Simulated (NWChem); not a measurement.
System: CH$_{5}$BrOSi; SMILES C[SiH](O)Br

Input file for NWChem:

```
start job
memory heap 200 mb stack 900 mb global 1100 mb
geometry units angstroms noautoz
  Si    -0.087499    -1.080557     0.394525
  C      1.474876    -1.787194    -0.307467
  O     -1.357356    -1.839748    -0.351724
  Br    -0.163247     1.123473    -0.015732
  H     -0.179031    -1.201516     1.877301
  H      1.523078    -2.869609    -0.110201
  H      2.356128    -1.307275     0.143257
  H      1.507984    -1.628769    -1.395712
  H     -2.244968    -1.550520    -0.119496
end
basis spherical
  Si library def2-svp
  C library def2-svp
  O library def2-svp
  Br library def2-svp
  H library def2-svp
end
dft
  xc scan
  grid coarse
  iterations 150
  mulliken
end
task dft gradient
```

Excerpt of the output:

```
             Northwest Computational Chemistry Package (NWChem) 7.3.0
             --------------------------------------------------------

 C1  symmetry detected

                             Geometry "geometry" -> ""
                             -------------------------

 Output coordinates in angstroms (scale by  1.889725989 to convert to a.u.)

  No.       Tag          Charge          X              Y              Z
 ---- ---------------- ---------- -------------- -------------- --------------
    1 Si                  14.0000    -0.05541798    -0.92808024     0.39987923
    2 C                    6.0000     1.46648108    -1.73587717    -0.28161298
    3 O                    8.0000    -1.36381680    -1.62527444    -0.34026136
    4 Br                  35.0000    -0.00155880     1.26925652    -0.04801269
    5 H                    1.0000    -0.16033992    -1.01801553     1.88397387
    6 H                    1.0000     1.45103206    -2.81571392    -0.06580415
    7 H                    1.0000     2.37205716    -1.30005230     0.16567675
    8 H                    1.0000     1.51350837    -1.59837750    -1.37218809
    9 H                    1.0000    -2.23419992    -1.28123707    -0.11775460

 Effective nuclear repulsion energy (a.u.)     329.8246934165

                                 NWChem DFT Module
                                 -----------------

 Summary of "ao basis" -> "ao basis" (spherical)
 ------------------------------------------------------------------------------
       Tag                 Description            Shells   Functions and Types
 ---------------- ------------------------------  ------  ---------------------
 Si                         def2-svp                 8       18   4s3p1d
 C                          def2-svp                 6       14   3s2p1d
 O                          def2-svp                 6       14   3s2p1d
 Br                         def2-svp                12       32   5s4p3d
 H                          def2-svp                 3        5   2s1p

            General Information
            -------------------
          SCF calculation type: DFT
          Wavefunction type:  closed shell.
          No. of atoms     :     9
          No. of electrons :    68
           Alpha electrons :    34
            Beta electrons :    34
          Charge           :     0
          Spin multiplicity:     1
          Use of symmetry is: off; symmetry adaption is: off
          Maximum number of iterations: 150
          AO basis - number of functions:   103
                     number of shells:    47
          Convergence on energy requested:  1.00D-06
          Convergence on density requested:  1.00D-05
          Convergence on gradient requested:  5.00D-04

              XC Information
              --------------
                         SCAN Method XC Functional
                  SCAN metaGGA Exchange Functional  1.000
                        SCAN Correlation Potential  1.000

             Grid Information
             ----------------
          Grid used for XC integration:  coarse
          Radial quadrature: Mura-Knowles
          Angular quadrature: Lebedev.
          Tag              B.-S. Rad. Rad. Pts. Rad. Cut. Ang. Pts.
          ---              ---------- --------- --------- ---------
          Si                  1.10       70           8.0       302
          C                   0.70       35          10.0       302
          O                   0.60       35          10.0       302
          Br                  1.15       95          11.0       302
          H                   0.35       35          11.0       302
          Grid pruning is: on
          Number of quadrature shells:   410
          Spatial weights used:  Erf1

      Superposition of Atomic Density Guess
      -------------------------------------

 Sum of atomic energies:       -2975.63671229

      Non-variational initial energy
      ------------------------------

 Total energy =   -2977.182083
 1-e energy   =   -4795.410871
 2-e energy   =    1488.404094
 HOMO         =      -0.359925
 LUMO         =       0.070322

     ---------------------------------------------
      Total Density - Mulliken Population Analysis
     ---------------------------------------------

    Atom       Charge   Shell Charges
 -----------   ------   -------------------------------------------------------
    1 Si  14    12.89   2.00  1.99  0.93  0.16  5.93  0.92  0.69  0.27
    2 C    6     6.58   1.99  0.96  0.27  2.12  1.22  0.01
    3 O    8     8.77   1.99  1.10  0.63  3.09  1.94  0.00
    4 Br  35    35.44   2.00  2.00  2.00  1.37  0.59  6.00  5.99  2.39  3.10  8.23  1.73  0.06
    5 H    1     1.09   0.70  0.38  0.01
    6 H    1     0.86   0.65  0.18  0.03
    7 H    1     0.86   0.65  0.18  0.03
    8 H    1     0.86   0.65  0.19  0.03
    9 H    1     0.65   0.52  0.07  0.06

[...]

                         DFT ENERGY GRADIENTS

    atom               coordinates                        gradient
                 x          y          z           x          y          z
   1 Si     -0.104725  -1.753817   0.755662    0.002430   0.001055   0.001286
   2 C       2.771247  -3.280332  -0.532171    0.001193  -0.000366  -0.000594
   3 O      -2.577240  -3.071323  -0.643001   -0.004610   0.000233  -0.000200
   4 Br     -0.002946   2.398547  -0.090731   -0.000339  -0.000397   0.000370
   5 H      -0.302999  -1.923770   3.560194   -0.000309   0.000290  -0.000560
   6 H       2.742053  -5.320928  -0.124352   -0.000072   0.000038   0.000040
   7 H       4.482538  -2.456743   0.313084   -0.000075   0.000051   0.000158
   8 H       2.860116  -3.020495  -2.593059   -0.000051   0.000032   0.000127
   9 H      -4.222026  -2.421187  -0.222524    0.001833  -0.000936  -0.000628
```

Level: SCAN/def2-SVP. All runs use the structure optimised with PBE0/def2-SVP.
